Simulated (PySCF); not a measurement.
Si(F)2(Br)(NH2) (BrF2H2NSi), SMILES N[Si](F)(F)Br. Atoms are numbered in the order given.

```xyz
7

N      1.4176     1.6565     0.0000
Si    -0.0443     0.8140     0.0000
F     -0.8762     1.2226     1.3093
F     -0.8762     1.2226    -1.3093
Br     0.0719    -1.3844     0.0000
H      1.9764     1.7288     0.8419
H      1.9764     1.7288    -0.8419
```

Geometry optimised at PBE0-D3(BJ)/def2-SVP. This is a generated structure with no PubChem entry under its InChIKey; it may be hypothetical. The values are those of a single conformer.

Method: PBE0/def2-TZVP (PySCF).

Symmetry labels are those of the subgroup Cs that the program uses (full group Cs).

Computed valence orbital energies around the gap with their symmetry:
| orbital | symmetry | energy (eV) |
|---|---|---|
| HOMO−7 | A' | -13.45 |
| HOMO−6 | A" | -12.55 |
| HOMO−5 | A' | -12.50 |
| HOMO−4 | A" | -12.24 |
| HOMO−3 | A' | -10.93 |
| HOMO−2 | A' | -9.32 |
| HOMO−1 | A" | -8.95 |
| HOMO | A' | -8.36 |
| LUMO | A' | 0.16 |
| LUMO+1 | A" | 1.24 |
| LUMO+2 | A' | 1.27 |
| LUMO+3 | A' | 2.11 |
